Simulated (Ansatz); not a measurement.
Harmonic frequencies (cm⁻¹) at PBE0-D4/def2-TZVP from Ansatz: 159, 188, 198, 217, 275, 278, 348, 489, 549, 577, 793, 826, 834, 874, 922, 1054, 1143, 1333, 1338, 1450, 1455, 1467, 1469, 2632, 3031, 3035, 3096, 3099, 3117, 3126.

Each molecule was computed in one conformer, which needn't be the lowest.

**Question.** Which molecule is it?
A. `CCB(S)S`
B. `BB(C)CCl`
C. `CB(C)SS`
D. `B[SiH2]CS`

**Answer.** C.
